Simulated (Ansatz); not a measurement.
Isomers of C3H6, B3LYP-D3(BJ)/def2-TZVP minima from an xTB search, which can miss the lowest.
Isomer 1, SMILES C=CC (charge 0, multiplicity 1):
```xyz
9

C      1.3162    -0.1407     0.4205
C      0.3049     0.3548    -0.2809
C     -1.1212    -0.0807    -0.1624
H      1.1658    -0.9251     1.1543
H      2.3290     0.2176     0.2887
H      0.5049     1.1404    -1.0052
H     -1.4974    -0.4552    -1.1188
H     -1.7648     0.7574     0.1206
H     -1.2373    -0.8684     0.5832
```
Isomer 2, SMILES C1CC1 (charge 0, multiplicity 1, Z-matrix in Å and degrees):
```
C
H 1 1.0816
H 1 1.0816 2 114.23
C 1 1.5034 2 118.05 3 -145.49
H 4 1.0816 1 118.05 2 144.17
H 4 1.0816 5 114.23 1 145.49
C 1 1.5034 2 118.05 3 145.49
H 7 1.0816 1 118.05 2 -144.18
H 7 1.0816 8 114.24 4 145.49
```

Correlated levels freeze the cores. MP2 and its Hartree–Fock in cc-pVQZ are density fitted.

Codes used: Ansatz (a program for electronic structure) with Gaussian orbitals. Each number belongs to the level named beside it.

The energy of isomer 2 above isomer 1 is E(isomer 2) − E(isomer 1). Total energies (hartree):

```json
[
 {"level": "HF/cc-pVTZ", "isomer 2": "-117.1011723", "isomer 1": "-117.1164890"},
 {"level": "MP2/cc-pVTZ", "isomer 2": "-117.6178273", "isomer 1": "-117.6257504"},
 {"level": "HF/cc-pVQZ", "isomer 2": "-117.1086293", "isomer 1": "-117.1241487"},
 {"level": "MP2/cc-pVQZ", "isomer 2": "-117.6565086", "isomer 1": "-117.6645937"},
 {"level": "CCSD(T)/cc-pVTZ", "isomer 2": "-117.6702458", "isomer 1": "-117.6822879"}
]
```

Question: Work out the energy of isomer 2 above isomer 1 at the basis-set limit: extrapolate the MP2 correlation part as X⁻³, take Hartree–Fock from the larger set, and add the CCSD(T) − MP2 difference of cc-pVTZ.

Answer: 
1. Differences (1 hartree = 627.509 kcal/mol): HF/cc-pVTZ 9.611; MP2/cc-pVTZ 4.972; HF/cc-pVQZ 9.739; MP2/cc-pVQZ 5.073; CCSD(T)/cc-pVTZ 7.557.
2. Correlation parts, MP2 less HF: -4.640 in cc-pVTZ (X = 3), -4.665 in cc-pVQZ (X = 4).
3. Limit (4³·(-4.665) − 3³·(-4.640))/(4³ − 3³) = -4.684; with HF/cc-pVQZ it gives 5.055.
4. CCSD(T) less MP2 in cc-pVTZ: 2.585.
Result: 7.64 kcal/mol, against 4.97 at MP2/cc-pVTZ. It is an estimate of this method's limit, not of the exact value.
